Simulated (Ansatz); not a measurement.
Li₃Al⁻. The state is a doublet with charge -1. Geometry relaxed at r2SCAN-D4/def2-TZVPD.

```xyz
4

Li    1.673   -0.063    0.444
Li   -0.600   -1.735   -0.529
Li   -0.856    0.893    1.363
Al   -0.216    0.904   -1.277
```

The charge -1 doublet is spin-contaminated (final ⟨S²⟩ up to 1.30, 0.75 for a pure state). The geometry of the doublet was relaxed on an unsound state (⟨S²⟩ 1.39, where a pure state has 0.75). The structure comes from a short search, and lower isomers may exist.

**Question.** Estimate the harmonic wavenumbers at UKS r2SCAN-D4/def2-TZVPD (Ansatz, unscaled). Is this a minimum?

**Answer.** 51i, 161, 226, 262, 269, 326 cm⁻¹. No: 1 imaginary mode, a saddle point. Zero-point energy 7.4 kJ/mol. It took 32 s on 4 threads of Arm Neoverse V1 on a shared host.
